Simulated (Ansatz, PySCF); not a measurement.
GeSe (SMILES [Ge]=[Se]), singlet, geometry from GFN2-xTB. Base run: B3LYP5/def2-SVP run with PySCF.

Input for PySCF:
```python
from pyscf import gto, scf, dft

mol = gto.Mole()
mol.atom = '''
    Ge   -0.00000000   -0.00000000   -1.10899724
    Se    0.00000000    0.00000000    1.04376211
'''
mol.basis = 'def2-svp'
mol.verbose = 4
mol.build()

mf = dft.RKS(mol)
mf.xc = 'b3lyp5'
mf.kernel()
```

The same geometry, method and basis name were run in Ansatz (a first-principles code) and PySCF, at each program's defaults and at the settings that a row names. The base is PySCF at its defaults. Differences at the defaults can come from grids, fitting, cores and function types together.

```tsv
code and settings	ΔE vs base (mEh)	basis functions	E (Eh)	SCF cycles	dipole (D)
PySCF, defaults (exact integrals, its default grid, spherical functions)	0.000	64	-4477.85993	10	1.63
Ansatz, defaults (factorised integrals, its default grid, spherical functions)	0.002	64	-4477.85993	-	-
PySCF, density fitting with def2-universal-jkfit	-0.021	64	-4477.85995	10	1.63
PySCF, fine grid	0.003	64	-4477.85993	10	1.63
Ansatz, high accuracy	0.001	64	-4477.85993	-	-
```
